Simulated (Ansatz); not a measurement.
Ansatz (a quantum-chemistry and plane-wave program) input for Si(H)(Cl)2(vinyl) (C₂H₄Cl₂Si), SMILES C=C[SiH](Cl)Cl, CAM-B3LYP/def2-SVPD. The structure is a stationary point at B3LYP-D3(BJ)/def2-SVP. One conformer was computed; it need not be the lowest.

Ansatz 0.2 input:
```yaml
crystal:
  periodic: [false, false, false]
  atoms:
    - {symbol: Si, position_ang: [-0.04809527, -0.39207436, -0.00000000]}
    - {symbol: Cl, position_ang: [1.06193064, 0.10974823, 1.67752295]}
    - {symbol: Cl, position_ang: [1.06193064, 0.10974823, -1.67752296]}
    - {symbol: C, position_ang: [-1.64671211, 0.54124850, 0.00000001]}
    - {symbol: C, position_ang: [-2.82855395, -0.09037936, 0.00000000]}
    - {symbol: H, position_ang: [-0.27977108, -1.85448614, -0.00000000]}
    - {symbol: H, position_ang: [-1.62034796, 1.63797493, 0.00000001]}
    - {symbol: H, position_ang: [-2.90083537, -1.18421674, -0.00000000]}
    - {symbol: H, position_ang: [-3.77975736, 0.45311428, 0.00000000]}
basis:
  gaussian:
    orbitals: def2-SVPD
hamiltonian:
  xc: {name: CAM-B3LYP}
```

It prints:

```
WARN ansatz: RAYON_NUM_THREADS=1 ignored (pool sized by the plan → 1); use --threads N
Functional definition: CAM-B3LYP
integrals: 0.12 GiB planned
1383 factors; their error is unknown
integrals: 0.15 GiB planned
538 factors; integrals over basis functions are off by at most 2.3e-5 eV
mean field: 1.04 GiB planned
mean field evaluation 1: about -35049.2329 eV, gradient 3.5e1 eV
mean field evaluation 2: about -35050.0016 eV, gradient 3.0e1 eV
mean field evaluation 4: about -35052.3754 eV, gradient 8.6e-1 eV
mean field evaluation 8: about -35052.5208 eV, gradient 2.1e-1 eV
mean field evaluation 16: about -35052.5208 eV, gradient 2.7e-5 eV
mean field -35052.52084219 eV, -1288.1563814984 hartree, gradient 2.7e-5 eV, S^2 0.000000; 0 other end points of the search recorded, 0 dependent functions left out
reference -35052.52098248 eV, -1288.1563866542 hartree; 32, 32 occupied and 118, 118 virtual orbitals, 1383 factors
Total energy: -35052.52098248 eV, -1288.1563866542 hartree
```

Self-consistency was reached.

Cost: roughly 8 core-seconds.
